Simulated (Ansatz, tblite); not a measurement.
Forces on the cluster La₂O₃⁻ at its PBE0-D4/def2-SVPD geometry. The state is a doublet with charge -1.

In the def2 sets La takes a core potential; there is no spin–orbit coupling. The xTB rows come from tblite. At PBE-D4/def2-TZVPD the highest occupied level of the charge -1 doublet lies above zero (up to 0.41 eV). The electron is either unbound and held by the finite basis, or the level is raised by self-interaction error. Another isomer (doublet) lies 0.45 eV lower at PBE0-D4/def2-TZVPD; other spin states weren't run for this one.

GFN1-xTB (tblite), largest force 3.21 eV/Å:

```xyz
5
positions Å, forces eV/Å
La   -0.090    1.277   -0.004   -1.117   -1.698   -0.703
La    0.932   -1.979    0.461   -1.022    3.009   -0.474
O    -0.224   -0.544    1.493    0.198   -0.695    0.691
O    -1.807    1.699   -0.973    1.223    0.046    0.703
O     1.190   -0.453   -0.976    0.718   -0.662   -0.216
```

GFN2-xTB (tblite), largest force 0.98 eV/Å:

```
La -0.823 -0.022 -0.473
La -0.185 0.342 -0.093
O -0.364 -0.113 0.900
O 0.778 -0.155 0.440
O 0.595 -0.051 -0.773
```

PBE-D4/def2-TZVPD (Ansatz), largest force 0.35 eV/Å:

```
La 0.215 0.243 0.132
La 0.050 -0.082 0.025
O -0.124 -0.072 0.128
O -0.191 -0.028 -0.111
O 0.050 -0.061 -0.175
```
